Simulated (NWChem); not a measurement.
SiBiH3F2; SMILES [F][Bi]([F])[SiH3]

All runs: NWChem. Structure relaxed at the PBE0/def2-SVP level. def2 effective core potentials on Bi; no spin-orbit coupling. Static field.

For level B3LYP/def2-SVPD:

```
Quantity                          Value
--------------------------------  -----
isotropic polarisability (bohr³)   78.4
```

Q: How do the values read with level PBE/def2-SVPD instead?

A: 
| Item | Result |
|---|---|
| isotropic polarisability (bohr³) | 80.9 |
